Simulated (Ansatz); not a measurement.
Cost and result up the ladder for 1-butyl-3-methylimidazolium tetrafluoroborate, `CCCCn1cc[n+](C)c1.F[B-](F)(F)F` (30 atoms). The state is a singlet with charge 0. Geometry: PBE-D4/def2-SVP.

Ansatz on 4 threads of Arm Neoverse V1 on a shared host. Times are rough, and most runs start from the orbitals of an earlier one. PBE0-D4/def2-TZVP serves as the yardstick here, not as an exact answer. Differences are given only for rows in sets of like size (and for xTB, whose basis is part of the method), since another set adds its own error. Binding counts from free atoms at the same level (C triplet, N quartet, H doublet, F doublet, B doublet; other spins of the atoms weren't run), without zero-point energy or a counterpoise term.

Correlated methods freeze 15 core orbitals. The rows differ in basis, and correlated rows in double-zeta sets carry the largest basis error.

Correlated methods converge slowly with the basis, most of all in double-zeta sets.

| level | functions | wall time | binding energy per atom (eV) | difference from PBE0-D4/def2-TZVP (eV) |
| --- | --- | --- | --- | --- |
| HF/STO-3G | 90 | 1.3 s | 3.62 | – |
| PBE-D4/def2-SVP | 285 | 7.5 s | 4.63 | – |
| PBE0-D4/def2-SVP | 285 | 15 s | 4.53 | – |
| MP2/def2-SVP | 285 | 17 s | 4.34 | – |
| PBE-D4/def2-TZVP (with forces) | 555 | 21 s | 4.56 | 0.10 |
| r2SCAN-D4/def2-TZVP (with forces) | 555 | 38 s | 4.44 | -0.02 |
| PBE0-D4/def2-TZVP | 555 | 46 s | 4.46 | 0.00 |
